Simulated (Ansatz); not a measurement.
CH₆SeSn, SMILES `[CH3][SnH2][SeH]`, relaxed with RKS PBE-D4/def2-SVP in Ansatz 0.2.0 from a rough embedded geometry. The force threshold is 0.03 eV/Å; the program also tests the step.

The species carries charge 0 and has multiplicity 1. Sn: def2 effective core potential.

Start:

```xyz
9

C     1.062    0.207    0.739
Sn   -0.459    0.477   -0.666
Se   -1.459   -1.781   -1.235
H     1.919   -0.460    0.334
H     0.645   -0.246    1.705
H     1.525    1.186    1.079
H    -1.696    1.501   -0.041
H     0.267    1.204   -2.125
H    -1.803   -2.090    0.210
```

(1) By how much does the energy fall, and how many steps does the optimiser take? (Best estimate.)

(2) Which bonds change most? (Estimate.)

(3) Give the relaxed structure. (Estimate.)

Results:

(1) The calculation gave: 0.19 eV, in 5 steps.

(2) Ansatz gave: C1–Sn2 from 2.088 to 2.168 Å; Sn2–H8 from 1.784 to 1.730 Å; C1–H4 from 1.159 to 1.106 Å; Sn2–Se3 from 2.534 to 2.576 Å.

(3) Computed: 
```xyz
9

C     1.134    0.226    0.814
Sn   -0.449    0.482   -0.646
Se   -1.422   -1.815   -1.288
H     1.911   -0.438    0.392
H     0.721   -0.231    1.732
H     1.578    1.210    1.061
H    -1.712    1.493   -0.022
H     0.151    1.115   -2.139
H    -1.911   -2.041    0.097
```
